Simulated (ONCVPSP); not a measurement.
## Ranking ONCV potentials for Mn

All share these settings but for the change named:

- Element: manganese (Mn)
- Generator: ONCVPSP 4.0.1
- Type: optimised norm-conserving Vanderbilt (ONCV)
- Functional: LDA (Perdew-Wang 92)
- Relativity: scalar-relativistic
- Frozen core: [Ne]
- Valence charge: 15
- Reference configuration: 3s2 3p6 3d5 4s1 (charge +1)
- Partial waves: 3s+4s: rc 1.65 bohr, ncon 4, nbas 9, qcut 7.8 1/bohr, 2 projectors; 3p: rc 1.05 bohr, ncon 5, nbas 10, qcut 16.1 1/bohr, 2 projectors, debl 0.9 Ha; 3d: rc 1.75 bohr, ncon 4, nbas 9, qcut 8.6 1/bohr, 3 projectors, debl 2.4 Ha
- Local potential: polynomial inside 0.80 bohr (lpopt 3, dvloc0 3 Ha)
- Core correction: Teter function, fcfact 4.75, rcfact 1.8

In the p channel the program set the typed energies aside and used -2.308, 0.250 Ha.

Test errors are all-electron minus pseudo excitation energies from the reference, over 3s2 3p6 3d5 4s2; 3s2 3p6 3d5 4s0; 3s2 3p6 3d4 4s0; 3s2 3p6 3d3 4s0. None of these files shows a bound ghost.

The base gives 661.2 meV.

Of 6 variants that were run, those that failed, showed a ghost or another fault, or gave nearly equal values are left out.

A variant can come out equal or close to the base, since the largest error may sit in a test that the change hardly touches while other tests move.

(1) Rank these variants by their largest absolute test error, smallest first.
A. s: qcut 9.4; p: qcut 19.3; d: qcut 10.3
B. d: qcut 6.7
C. core correction Teter function, fcfact 5.5, rcfact 1.5

## Answers

(1) A (465.3 meV), C (672.1 meV), B (1058.5 meV).
